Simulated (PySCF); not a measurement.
WO2Br2, `[O]=[W](=[O])([Br])[Br]` (singlet state). Computed with PBE0-D3(BJ)/def2-SVP geometry optimisation, gas phase, def2 core potentials past Kr (PySCF 2.14.0).

```
atom  x, y, z in Å
W1     0.1048   -0.0289    0.0612
O2     0.0123   -0.1585    1.7461
O3     1.7497   -0.0757   -0.3327
Br4   -0.8142    2.0951   -0.6175
Br5   -0.9777   -1.9425   -0.9192
```

Which two atoms are farthest apart?

Br4···Br5, 4.05 Å; the next longest distance is 3.37 Å.

Work out the bond lengths W1–O2, W1–O3, W1–Br4, W1–Br5 in bohr.

For W1–O2 the difference vector is (-0.0925, -0.1296, 1.6849) Å, of length 1.6924 Å. 1 bohr = 0.529177 Å. W1–O2 3.198; W1–O3 3.198; W1–Br4 4.558; W1–Br5 4.549 bohr.

What is the repulsion energy of the bare nuclei, Σ ZA·ZB/RAB?

1856.57 Eh over 10 pairs, with full nuclear charges and distances in bohr; the largest single term is 569.35 Eh (W1 with Br5).

How far apart are these pairs, which share no bond: O2···O3, O2···Br5, O3···Br5?

O2···O3 2.711 Å (2 bonds apart); O2···Br5 3.357 Å (2 bonds apart); O3···Br5 3.357 Å (2 bonds apart).

Where is the centre of mass (commonest isotopes), and what is the radius of gyration?

Mass 373.777 u; centre at (-0.251, 0.008, -0.234) Å; Rg = √(Σ m r²/M) = 1.575 Å. As Ia + Ib + Ic = 2 Σ m r², the three principal moments sum to 1855.0 u·Å².

What are the angles Br4–W1–Br5, O2–W1–O3, O3–W1–Br4, O3–W1–Br5, O2–W1–Br5, O2–W1–Br4?

From the scalar product of the two bond vectors; for Br4–W1–Br5 it is -2.4043 Å² over 2.4118 × 2.4073 Å², cos θ = -0.4141. Br4–W1–Br5 114.5°; O2–W1–O3 106.4°; O3–W1–Br4 109.2°; O3–W1–Br5 108.7°; O2–W1–Br5 108.7°; O2–W1–Br4 109.1°.

Write the matrix of distances between heavy atoms (Å, lower triangle).

```
W1    0.000
O2    1.692  0.000
O3    1.692  2.711  0.000
Br4   2.412  3.369  3.372  0.000
Br5   2.407  3.357  3.357  4.052  0.000
```

The point group is C2v within 0.08 Å; differences among equivalent distances and angles are scatter left by the optimiser. No PBE0-D3(BJ)/def2-SVP frequencies stand behind this structure, so it isn't proved a minimum.

Hardware: one thread, Arm Neoverse V1 (aarch64), no GPU (shared host). Cost: 2.3 min of wall time, 0.49 GiB resident at most. That covers the optimisation of the geometry.
